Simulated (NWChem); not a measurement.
CH2NO cation; SMILES N=C=[OH+]

Computed with NWChem. Coordinates come from a PBE0/def2-SVP optimisation. Level: PBE0/def2-SVP with COSMO at NWChem's default radii, gas-phase geometry; rows give the dielectric constant. Reactions with the solvent are ignored.

For dielectric constant 20.7:

| Item | Result |
|---|---|
| electrostatic solvation energy (kcal/mol) | -70.4 |

What are these values for dielectric constant 3.9?


| Quantity | Result |
|---|---|
| electrostatic solvation energy (kcal/mol) | -55.0 |
